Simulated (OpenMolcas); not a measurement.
**Pd2+ in MgO: curves along the breathing mode**

Pd2+ with its 6 nearest oxide ions, on the Mg site of MgO (a = 4.2112 Å, distance in the model lattice 2.106 Å). The rest of the host is ab initio model potentials to 7.6 Å, with orthogonalisation functions on the cations behind the ligands, and point charges beyond; the distance is set by hand and nothing relaxes. Ligand basis ANO-RCC-VDZP.

```
Program             : OpenMolcas
Method              : CASSCF
Basis               : ANO-RCC-VDZP [6s5p3d1f]
Scalar Hamiltonian  : DKH2, point nucleus
Active space        : 8 electrons in 5 orbitals (4d)
State averaging     : 2S+1 = 3 even, 10 roots; 2S+1 = 1 even, 15 roots
Spin-orbit coupling : RASSI with atomic mean-field integrals over the reference wave functions
```

Spin-free energies (labels of O, the rotations of Oh) in cm-1 above the lowest fitted minimum, as all ligands move together:

```csv
R (Å),3A2,1E,3T2,1A1,3T1,1T2,1T1
2.048,11020,23300,34180,33400,42420,45720,49470
2.096,3920,16170,25420,26120,33530,36930,40690
2.145,440,12630,20470,22420,28430,31930,35700
2.193,450,12550,19240,22170,27050,30620,34400
2.241,3680,15660,21420,25110,29070,32680,36470
2.289,10050,21890,26900,31180,34390,38020,41820
2.338,19840,31500,35920,40630,43260,46870,50670
```

Cubic fits give the following; the wavenumber is harmonic, with the mass of all moving ligands, small differences in it between states hang on the degree of the fit, a number in brackets counts states of one label, and the table is a selection of at most 14 states with clean curves.

```
 State  R0 (Å)  Breathing mode (cm-1)  Minimum (cm-1)
   3A2   2.169                    714               0
    1E   2.171                    711           12150
   3T2   2.186                    729           19160
   1A1   2.173                    710           21840
   3T1   2.188                    728           26990
   1T2   2.187                    726           30550
   1T1   2.187                    726           34340
3T1(2)   2.200                    744           41870
1T2(2)   2.201                    743           51490
 1E(2)   2.201                    744           51570
1A1(2)   2.201                    738           69680
```

The minimum of 3T2 is shifted by +0.0169 Å against 3A2 (from the unrounded fits). With M = 96.0 u for the moving shell, the Huang-Rhys factor in this mode is S = M ω ΔR² / 2ħ = 0.01483 × 96.0 × 714 × 0.0169² = 0.29. Only the first shell moves, against a rigid host.

Without dynamic correlation the repulsion within the d shell is too large (B by tens of per cent), so at a given field states of lower spin stand too high. Real 4d8 and 5d8 ions are as a rule square planar and diamagnetic. With metal d orbitals alone the field can be off either way by tens of per cent. Ligand-to-metal charge-transfer states are missing. With no ligand orbital active B as a rule stays too high, so bands that hang on it stand too high and its fall with covalency is understated. The least metal-like active orbital is 79 % on the metal (Löwdin) and no ligand orbital is active, so the numbers are rough (holds for R = 2.048; R = 2.096; R = 2.241; R = 2.289). The least metal-like active orbital is 80 % on the metal (Löwdin) and no ligand orbital is active, so the numbers are rough (holds for R = 2.145; R = 2.193). The least metal-like active orbital is 78 % on the metal (Löwdin) and no ligand orbital is active, so the numbers are rough (holds for R = 2.338). No measured value stands beside these numbers.
